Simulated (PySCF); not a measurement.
Si(H)2(Me)(NCO) (C₂H₅NOSi), SMILES C[SiH2]N=C=O. Atoms are numbered in the order given.

```xyz
10

Si    -0.6017    -1.0956     0.0000
C      0.9568    -2.1252     0.0000
N     -0.1801     0.5856     0.0000
C      0.0681     1.7561     0.0000
O      0.3176     2.8999     0.0000
H     -1.4231    -1.3628    -1.2134
H     -1.4231    -1.3628     1.2134
H      0.7103    -3.1993     0.0000
H      1.5652    -1.9106    -0.8926
H      1.5652    -1.9106     0.8926
```

Geometry: ωB97X-D3(BJ)/def2-SVP. Other conformers were not sampled.

Computed with PBE/pcSseg-1 (PySCF).

GIAO shieldings, no solvent; atoms alike by connectivity are averaged. δ = σ(ref) − σ: ²⁹Si against TMS (σ = 335.4 ppm); ¹³C against TMS (σ = 182.0 ppm); ¹⁵N against NH3 (σ = 267.0 ppm); ¹⁷O against H2O (σ = 334.3 ppm); ¹H against TMS (σ = 31.49 ppm), references at their B3LYP-D3(BJ)/def2-TZVP geometries, non-relativistic.

| atoms | nucleus | count | δ (ppm) |
|---|---|---|---|
| Si1 | ²⁹Si | 1 | [?] |
| C4 | ¹³C | 1 | 124.1 |
| C2 | ¹³C | 1 | -0.1 |
| N3 | ¹⁵N | 1 | [?] |
| O5 | ¹⁷O | 1 | 147.0 |
| H6, H7 | ¹H | 2 | 5.29 |
| H8, H9, H10 | ¹H | 3 | [?] |

Q: Fill in the missing entries. (The exact figures need the calculation; the answer reports its results.)

A: 
- N3, δ (ppm): 43.8
- Si1, δ (ppm): -45.0
- H8, H9, H10, δ (ppm): 0.68
